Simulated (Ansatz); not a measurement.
**Molecular dynamics of ClFH2Zn**

input.yaml

```yaml
crystal:
  periodic: [false, false, false]
  atoms:
    - { symbol: Zn, position_ang: [-0.11195, -0.471297, -0.295282] }
    - { symbol: F, position_ang: [0.927857, 0.371588, 1.132212] }
    - { symbol: Cl, position_ang: [-0.421014, -2.300834, -1.359302] }
    - { symbol: H, position_ang: [0.157338, 1.11481, 0.60337] }
    - { symbol: H, position_ang: [-0.552229, 1.285733, -0.080997] }
basis:
  gaussian: { orbitals: def2-SVP }
hamiltonian:
  xc: hf
md:
  timestep: 0.5
  n_steps: 200
  ensemble: nve
  temperature: 100.0
  initial_velocities: maxwell_boltzmann
  seed: 5888
```

Run as:

```bash
$ ansatz run input.yaml --threads 1 --pin off --max-ram 2048MiB --backend cpu --events-out ev --progress --plain --runs-dir out
```

It starts at the highest image of a converged band, a first-order saddle point between two minima.

Output, in part (one step line in 3, the closing report, with atoms numbered from 0):

```
md step     0: t =     0.00 fs  T =   100.0 K  F+E_penalty+E_count = -63605.06856568 eV  E_kin = 0.038778 eV  conserved = -63605.02978768 eV  (40 SCF iters)
md step     3: t =     1.50 fs  T =    87.0 K  F+E_penalty+E_count = -63605.06349757 eV  E_kin = 0.033746 eV  conserved = -63605.02975149 eV  (37 SCF iters)
md step     6: t =     3.00 fs  T =    57.7 K  F+E_penalty+E_count = -63605.05204833 eV  E_kin = 0.022382 eV  conserved = -63605.02966633 eV  (38 SCF iters)
md step     9: t =     4.50 fs  T =    40.8 K  F+E_penalty+E_count = -63605.04545186 eV  E_kin = 0.015837 eV  conserved = -63605.02961499 eV  (38 SCF iters)
md step    12: t =     6.00 fs  T =    54.1 K  F+E_penalty+E_count = -63605.05060594 eV  E_kin = 0.020970 eV  conserved = -63605.02963554 eV  (39 SCF iters)
md step    15: t =     7.50 fs  T =    91.7 K  F+E_penalty+E_count = -63605.06523211 eV  E_kin = 0.035560 eV  conserved = -63605.02967168 eV  (39 SCF iters)
md step    18: t =     9.00 fs  T =   143.2 K  F+E_penalty+E_count = -63605.08514438 eV  E_kin = 0.055511 eV  conserved = -63605.02963315 eV  (39 SCF iters)
md step    21: t =    10.50 fs  T =   223.5 K  F+E_penalty+E_count = -63605.11615723 eV  E_kin = 0.086662 eV  conserved = -63605.02949477 eV  (39 SCF iters)
md step    24: t =    12.00 fs  T =   378.8 K  F+E_penalty+E_count = -63605.17635535 eV  E_kin = 0.146888 eV  conserved = -63605.02946729 eV  (39 SCF iters)
md step    27: t =    13.50 fs  T =   612.0 K  F+E_penalty+E_count = -63605.26732898 eV  E_kin = 0.237302 eV  conserved = -63605.03002690 eV  (37 SCF iters)
md step    30: t =    15.00 fs  T =   801.7 K  F+E_penalty+E_count = -63605.34072529 eV  E_kin = 0.310881 eV  conserved = -63605.02984439 eV  (39 SCF iters)
md step    33: t =    16.50 fs  T =  1067.9 K  F+E_penalty+E_count = -63605.44369368 eV  E_kin = 0.414092 eV  conserved = -63605.02960154 eV  (39 SCF iters)
md step    36: t =    18.00 fs  T =  1425.5 K  F+E_penalty+E_count = -63605.58347900 eV  E_kin = 0.552779 eV  conserved = -63605.03070048 eV  (39 SCF iters)
md step    39: t =    19.50 fs  T =  1609.8 K  F+E_penalty+E_count = -63605.65380138 eV  E_kin = 0.624254 eV  conserved = -63605.02954718 eV  (39 SCF iters)
md step    42: t =    21.00 fs  T =  1876.1 K  F+E_penalty+E_count = -63605.75759772 eV  E_kin = 0.727513 eV  conserved = -63605.03008507 eV  (39 SCF iters)
md step    45: t =    22.50 fs  T =  2078.7 K  F+E_penalty+E_count = -63605.83676459 eV  E_kin = 0.806090 eV  conserved = -63605.03067499 eV  (39 SCF iters)
md step    48: t =    24.00 fs  T =  2168.3 K  F+E_penalty+E_count = -63605.87012858 eV  E_kin = 0.840805 eV  conserved = -63605.02932318 eV  (39 SCF iters)
md step    51: t =    25.50 fs  T =  2378.2 K  F+E_penalty+E_count = -63605.95319500 eV  E_kin = 0.922235 eV  conserved = -63605.03095983 eV  (39 SCF iters)
md step    54: t =    27.00 fs  T =  2376.7 K  F+E_penalty+E_count = -63605.95106194 eV  E_kin = 0.921643 eV  conserved = -63605.02941915 eV  (65 SCF iters)
md step    57: t =    28.50 fs  T =  2483.6 K  F+E_penalty+E_count = -63605.99336911 eV  E_kin = 0.963103 eV  conserved = -63605.03026611 eV  (39 SCF iters)
md step    60: t =    30.00 fs  T =  2494.4 K  F+E_penalty+E_count = -63605.99785411 eV  E_kin = 0.967288 eV  conserved = -63605.03056607 eV  (39 SCF iters)
md step    63: t =    31.50 fs  T =  2414.4 K  F+E_penalty+E_count = -63605.96590880 eV  E_kin = 0.936265 eV  conserved = -63605.02964405 eV  (27 SCF iters)
md step    66: t =    33.00 fs  T =  2398.5 K  F+E_penalty+E_count = -63605.96100867 eV  E_kin = 0.930096 eV  conserved = -63605.03091230 eV  (35 SCF iters)
md step    69: t =    34.50 fs  T =  2178.7 K  F+E_penalty+E_count = -63605.87417337 eV  E_kin = 0.844837 eV  conserved = -63605.02933610 eV  (27 SCF iters)
md step    72: t =    36.00 fs  T =  2108.3 K  F+E_penalty+E_count = -63605.84801161 eV  E_kin = 0.817547 eV  conserved = -63605.03046431 eV  (25 SCF iters)
md step    75: t =    37.50 fs  T =  1938.1 K  F+E_penalty+E_count = -63605.78150299 eV  E_kin = 0.751559 eV  conserved = -63605.02994357 eV  (41 SCF iters)
md step    78: t =    39.00 fs  T =  1836.0 K  F+E_penalty+E_count = -63605.74171124 eV  E_kin = 0.711960 eV  conserved = -63605.02975075 eV  (41 SCF iters)
md step    81: t =    40.50 fs  T =  1845.3 K  F+E_penalty+E_count = -63605.74591203 eV  E_kin = 0.715568 eV  conserved = -63605.03034408 eV  (41 SCF iters)
md step    84: t =    42.00 fs  T =  1808.0 K  F+E_penalty+E_count = -63605.73020164 eV  E_kin = 0.701120 eV  conserved = -63605.02908170 eV  (26 SCF iters)
md step    87: t =    43.50 fs  T =  2008.5 K  F+E_penalty+E_count = -63605.80950736 eV  E_kin = 0.778848 eV  conserved = -63605.03065909 eV  (41 SCF iters)
md step    90: t =    45.00 fs  T =  2087.8 K  F+E_penalty+E_count = -63605.83917591 eV  E_kin = 0.809598 eV  conserved = -63605.02957763 eV  (40 SCF iters)
md step    93: t =    46.50 fs  T =  2269.3 K  F+E_penalty+E_count = -63605.91045852 eV  E_kin = 0.879988 eV  conserved = -63605.03047043 eV  (40 SCF iters)
md step    96: t =    48.00 fs  T =  2387.4 K  F+E_penalty+E_count = -63605.95612471 eV  E_kin = 0.925767 eV  conserved = -63605.03035798 eV  (26 SCF iters)
md step    99: t =    49.50 fs  T =  2398.1 K  F+E_penalty+E_count = -63605.95940632 eV  E_kin = 0.929940 eV  conserved = -63605.02946653 eV  (27 SCF iters)
md step   102: t =    51.00 fs  T =  2507.9 K  F+E_penalty+E_count = -63606.00358746 eV  E_kin = 0.972519 eV  conserved = -63605.03106822 eV  (41 SCF iters)
md step   105: t =    52.50 fs  T =  2387.0 K  F+E_penalty+E_count = -63605.95488285 eV  E_kin = 0.925626 eV  conserved = -63605.02925677 eV  (41 SCF iters)
md step   108: t =    54.00 fs  T =  2389.8 K  F+E_penalty+E_count = -63605.95750055 eV  E_kin = 0.926698 eV  conserved = -63605.03080285 eV  (40 SCF iters)
md step   111: t =    55.50 fs  T =  2261.6 K  F+E_penalty+E_count = -63605.90688529 eV  E_kin = 0.877000 eV  conserved = -63605.02988493 eV  (41 SCF iters)
md step   114: t =    57.00 fs  T =  2141.4 K  F+E_penalty+E_count = -63605.85984543 eV  E_kin = 0.830386 eV  conserved = -63605.02945962 eV  (41 SCF iters)
md step   117: t =    58.50 fs  T =  2135.9 K  F+E_penalty+E_count = -63605.85918585 eV  E_kin = 0.828264 eV  conserved = -63605.03092163 eV  (40 SCF iters)
md step   120: t =    60.00 fs  T =  1976.9 K  F+E_penalty+E_count = -63605.79547378 eV  E_kin = 0.766597 eV  conserved = -63605.02887714 eV  (41 SCF iters)
md step   123: t =    61.50 fs  T =  2035.4 K  F+E_penalty+E_count = -63605.82015268 eV  E_kin = 0.789293 eV  conserved = -63605.03085961 eV  (39 SCF iters)
md step   126: t =    63.00 fs  T =  1964.9 K  F+E_penalty+E_count = -63605.79141894 eV  E_kin = 0.761946 eV  conserved = -63605.02947334 eV  (39 SCF iters)
md step   129: t =    64.50 fs  T =  2013.8 K  F+E_penalty+E_count = -63605.81057182 eV  E_kin = 0.780904 eV  conserved = -63605.02966805 eV  (39 SCF iters)
md step   132: t =    66.00 fs  T =  2134.3 K  F+E_penalty+E_count = -63605.85840154 eV  E_kin = 0.827640 eV  conserved = -63605.03076155 eV  (39 SCF iters)
md step   135: t =    67.50 fs  T =  2151.5 K  F+E_penalty+E_count = -63605.86330430 eV  E_kin = 0.834307 eV  conserved = -63605.02899688 eV  (39 SCF iters)
md step   138: t =    69.00 fs  T =  2363.5 K  F+E_penalty+E_count = -63605.94744811 eV  E_kin = 0.916513 eV  conserved = -63605.03093557 eV  (39 SCF iters)
md step   141: t =    70.50 fs  T =  2401.6 K  F+E_penalty+E_count = -63605.96066179 eV  E_kin = 0.931311 eV  conserved = -63605.02935094 eV  (39 SCF iters)
md step   144: t =    72.00 fs  T =  2577.9 K  F+E_penalty+E_count = -63606.02977870 eV  E_kin = 0.999640 eV  conserved = -63605.03013853 eV  (39 SCF iters)
md step   147: t =    73.50 fs  T =  2700.8 K  F+E_penalty+E_count = -63606.07790175 eV  E_kin = 1.047332 eV  conserved = -63605.03056927 eV  (39 SCF iters)
md step   150: t =    75.00 fs  T =  2737.3 K  F+E_penalty+E_count = -63606.09097679 eV  E_kin = 1.061451 eV  conserved = -63605.02952563 eV  (39 SCF iters)
md step   153: t =    76.50 fs  T =  2855.3 K  F+E_penalty+E_count = -63606.13816980 eV  E_kin = 1.107239 eV  conserved = -63605.03093074 eV  (39 SCF iters)
md step   156: t =    78.00 fs  T =  2758.2 K  F+E_penalty+E_count = -63606.09894060 eV  E_kin = 1.069569 eV  conserved = -63605.02937112 eV  (39 SCF iters)
md step   159: t =    79.50 fs  T =  2783.0 K  F+E_penalty+E_count = -63606.10978203 eV  E_kin = 1.079198 eV  conserved = -63605.03058438 eV  (39 SCF iters)
md step   162: t =    81.00 fs  T =  2655.0 K  F+E_penalty+E_count = -63606.05962958 eV  E_kin = 1.029547 eV  conserved = -63605.03008247 eV  (65 SCF iters)
md step   165: t =    82.50 fs  T =  2531.0 K  F+E_penalty+E_count = -63606.01141358 eV  E_kin = 0.981468 eV  conserved = -63605.02994562 eV  (41 SCF iters)
md step   168: t =    84.00 fs  T =  2447.8 K  F+E_penalty+E_count = -63605.97962801 eV  E_kin = 0.949190 eV  conserved = -63605.03043764 eV  (40 SCF iters)
md step   171: t =    85.50 fs  T =  2274.3 K  F+E_penalty+E_count = -63605.91103108 eV  E_kin = 0.881937 eV  conserved = -63605.02909390 eV  (40 SCF iters)
md step   174: t =    87.00 fs  T =  2325.6 K  F+E_penalty+E_count = -63605.93241698 eV  E_kin = 0.901807 eV  conserved = -63605.03061040 eV  (41 SCF iters)
md step   177: t =    88.50 fs  T =  2275.2 K  F+E_penalty+E_count = -63605.91161317 eV  E_kin = 0.882276 eV  conserved = -63605.02933757 eV  (41 SCF iters)
md step   180: t =    90.00 fs  T =  2392.8 K  F+E_penalty+E_count = -63605.95825639 eV  E_kin = 0.927899 eV  conserved = -63605.03035782 eV  (41 SCF iters)
md step   183: t =    91.50 fs  T =  2497.8 K  F+E_penalty+E_count = -63605.99874260 eV  E_kin = 0.968607 eV  conserved = -63605.03013580 eV  (41 SCF iters)
md step   186: t =    93.00 fs  T =  2563.6 K  F+E_penalty+E_count = -63606.02351572 eV  E_kin = 0.994128 eV  conserved = -63605.02938771 eV  (41 SCF iters)
md step   189: t =    94.50 fs  T =  2757.8 K  F+E_penalty+E_count = -63606.10046408 eV  E_kin = 1.069402 eV  conserved = -63605.03106178 eV  (41 SCF iters)
md step   192: t =    96.00 fs  T =  2733.4 K  F+E_penalty+E_count = -63606.08915020 eV  E_kin = 1.059945 eV  conserved = -63605.02920504 eV  (40 SCF iters)
md step   195: t =    97.50 fs  T =  2837.5 K  F+E_penalty+E_count = -63606.13126927 eV  E_kin = 1.100340 eV  conserved = -63605.03092975 eV  (41 SCF iters)
md step   198: t =    99.00 fs  T =  2775.1 K  F+E_penalty+E_count = -63606.10602176 eV  E_kin = 1.076134 eV  conserved = -63605.02988746 eV  (39 SCF iters)
md step   200: t =   100.00 fs  T =  2705.2 K  F+E_penalty+E_count = -63606.07831858 eV  E_kin = 1.049023 eV  conserved = -63605.02929540 eV  (65 SCF iters)
Total energy: -63606.07831858 eV, -2337.4802644593 hartree
Atom 0 at     0.195742    -0.700549    -0.123631 Å, force    -0.007796     0.095042     0.136879 eV/Å
Atom 1 at     0.859169     0.495607     1.050116 Å, force    -0.462126    -0.864497    -0.860329 eV/Å
Atom 2 at    -0.676052    -2.171011    -1.525824 Å, force     0.469986     0.769588     0.723643 eV/Å
Atom 3 at    -5.134279     5.447161    -1.320545 Å, force     0.366789    -1.070071    -1.147906 eV/Å
Atom 4 at    -4.953878     4.919775    -1.886883 Å, force    -0.366853     1.069937     1.147713 eV/Å
Dipole moment:     0.014597    -0.025010    -0.045752 e Å
```

The run went to its last step. The conserved energy stayed within 0.27 meV per atom of its start (net change 0.099 meV per atom), so the integration is sound. The system heated up, since it started high on the potential surface and ran downhill. A run of 0.1 ps of so small a system gives no equilibrium averages. The orbitals stay closed-shell, which can raise the energy where a bond breaks towards radicals; this wasn't checked here.

The step under study would form Zn1–H5, F2–H4 and break Zn1–F2, H4–H5. These pairs go: Zn1–H5 1.82 → 7.82 Å, F2–H4 1.19 → 8.13 Å, Zn1–F2 1.96 → 1.80 Å, H4–H5 1.00 → 0.79 Å. In the last frame they stand as before the step (other bonds may differ from the relaxed reactants and products). Also parted: Zn1–H4 1.84 → 8.22 Å. It ends as ClFZn + H2. Pairs count as bonded within 1.25 times the sum of covalent radii (0.12 Å more for H–H).

Last frame:

```xyz
5
Properties=species:S:1:pos:R:3
Zn 0.196 -0.701 -0.124
F 0.859 0.496 1.050
Cl -0.676 -2.171 -1.526
H -5.134 5.447 -1.321
H -4.954 4.920 -1.887
```

Time of the run: 2.7 min on 1 CPU thread of a shared host.
